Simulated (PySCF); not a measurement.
Diatomic cations of H with the chalcogens

PBE0 with double-zeta basis sets in PySCF, for the lowest determinant that a PBE0 search found; no spin–orbit coupling. De refers to high-spin ground-configuration atoms (the charge goes to the atom of lower measured ionisation energy or higher electron affinity, which is not always the lowest computed limit). A positive dipole points towards H; it is taken about the centre of mass and depends on that origin.

| M | basis | charged atom | state (unpaired electrons) | Re (Å) | ωe (cm⁻¹) | De (eV) | μ (D) |
| --- | --- | --- | --- | --- | --- | --- | --- |
| O | def2-SVP | H+ | triplet (π ↑↑) | 1.040 | 3107 | 5.25 | 2.36 |
| S | def2-SVP | S+ | triplet (π ↑↑) | 1.377 | 2572 | 3.75 | 1.55 |
| Se | jorge-DZP-DKH | Se+ | triplet (π ↑↑) | 1.477 | 2430 | 3.19 | 1.51 |
| Te | def2-SVP | Te+ | triplet (π ↑↑) | 1.677 | 2127 | 2.74 | 0.83 |

Q: By what factor does the well depth vary along the series?

A: At PBE0 it runs from 2.74 eV (TeH⁺) to 5.25 eV (OH⁺), a factor of 1.92.

The rows differ in basis set, which adds steps of its own.

Down a group the atoms grow and get heavier, so bonds lengthen and wavenumbers fall; this series shows no clear exception.

Spin–orbit coupling is left out, which matters for elements this heavy, above all for dissociation energies. For an ion De counts to the pair picked by the measured ionisation energies or electron affinities, which need not be the lowest pair at this level. States were picked by a PBE0 search and need not be the measured ground states.
